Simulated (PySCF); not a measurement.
Correlation energy of Tc(2+) (technetium, charge +2)

[Kr] 4d4 5p1, one real determinant (an excited configuration). All numbers are calculated (PySCF 2.14, a scalar-relativistic core potential, in def2-QZVPPD with the def2 core potential (28 electrons)). Frozen: 4s2 4p6; 5 electrons correlated.

| level | correlation energy (mhartree) |
| --- | --- |
| CCSD | -57.64 |
| (T) | -0.90 |
| CCSD(T) | -58.54 |

Diagnostics: T1 = 0.0063, D1 = 0.0195, largest double amplitude 0.056.

The real determinant used has ⟨L²⟩ near 8 against 12 for a pure F term, so it mixes terms.

Cost of the coupled-cluster step: of the order of 14 core-seconds, for 5 correlated electrons.

Iterations:

```
CC2 = 0
CCSD nocc = (np.int64(5), np.int64(0)), nmo = (84, 84)
frozen orbitals [[0, 1, 2, 3], [0, 1, 2, 3]]
max_cycle = 100
direct = 0
conv_tol = 1e-08
conv_tol_normt = 1e-06
diis_space = 8
diis_start_cycle = 0
Init t2, MP2 energy = -0.0503254147456614
Init E_corr(UCCSD) = -0.0503254147492931
cycle = 1  E_corr(UCCSD) = -0.0561281413834713  dE = -0.00580272663  norm(t1,t2) = 0.0225618
cycle = 2  E_corr(UCCSD) = -0.0570467458232592  dE = -0.00091860444  norm(t1,t2) = 0.00911895
cycle = 3  E_corr(UCCSD) = -0.0574743653259074  dE = -0.000427619503  norm(t1,t2) = 0.00550753
cycle = 4  E_corr(UCCSD) = -0.057448416366485  dE = 2.59489594e-05  norm(t1,t2) = 0.00335407
cycle = 5  E_corr(UCCSD) = -0.0575361206537727  dE = -8.77042873e-05  norm(t1,t2) = 0.00273564
cycle = 6  E_corr(UCCSD) = -0.0576108160398937  dE = -7.46953861e-05  norm(t1,t2) = 0.00214384
cycle = 7  E_corr(UCCSD) = -0.0576385388367335  dE = -2.77227968e-05  norm(t1,t2) = 0.000555711
cycle = 8  E_corr(UCCSD) = -0.0576380818153591  dE = 4.57021374e-07  norm(t1,t2) = 0.000132005
cycle = 9  E_corr(UCCSD) = -0.0576397124559182  dE = -1.63064056e-06  norm(t1,t2) = 4.13878e-05
cycle = 10  E_corr(UCCSD) = -0.0576392565262221  dE = 4.55929696e-07  norm(t1,t2) = 1.14446e-05
cycle = 11  E_corr(UCCSD) = -0.0576392167080393  dE = 3.98181828e-08  norm(t1,t2) = 2.98079e-06
cycle = 12  E_corr(UCCSD) = -0.0576392522618565  dE = -3.55538171e-08  norm(t1,t2) = 9.28006e-07
cycle = 13  E_corr(UCCSD) = -0.0576392530301424  dE = -7.68285963e-10  norm(t1,t2) = 1.94664e-07
UCCSD converged
E(UCCSD) = -79.02455787647813  E_corr = -0.05763925303014242
UCCSD(T) correction = -0.000904191346964722
```

The reference is one real determinant that mixes LS terms of this configuration.
